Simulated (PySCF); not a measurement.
C₄H₁₀Si₂, SMILES C[Si@H]1C=CC[SiH2]1. Heavy atoms are numbered as in [CH3:1][Si@H:2]1[CH:3]=[CH:4][CH2:5][SiH2:6]1. Hydrogens are named by the atom that carries them.

The structure is a stationary point at PBE0-D3(BJ)/def2-SVP. The structure was generated by enumeration; whether it is a known compound was not checked. Other conformers were not sampled.

All values below come from PBE/def2-TZVP (PySCF).

Atomic charges (e), one atom of each kind:

```tsv
atom	Löwdin	Mulliken
C1 (CH3)	-0.46	-0.46
Si2 (SiH)	0.19	0.19
C3 (CH)	-0.27	-0.20
C4 (CH)	-0.19	-0.13
C5 (CH2)	-0.38	-0.25
Si6 (SiH2)	0.20	0.06
H on C1	0.13	0.13
H on Si2	-0.02	-0.03
H on C3	0.14	0.11
H on C4	0.14	0.10
H on C5	0.15	0.12
H on Si6	-0.02	-0.02
```

Computed Mayer and Wiberg (Löwdin basis) orders of the bonds:
```json
[
 {"bond": "C1–Si2", "Mayer": "0.99", "Wiberg": "1.22"},
 {"bond": "Si2–C3", "Mayer": "1.00", "Wiberg": "1.09"},
 {"bond": "C3–C4", "Mayer": "1.90", "Wiberg": "2.04"},
 {"bond": "C4–C5", "Mayer": "1.01", "Wiberg": "1.27"},
 {"bond": "Si2–Si6", "Mayer": "0.96", "Wiberg": "1.02"},
 {"bond": "C5–Si6", "Mayer": "0.99", "Wiberg": "1.11"}
]
```
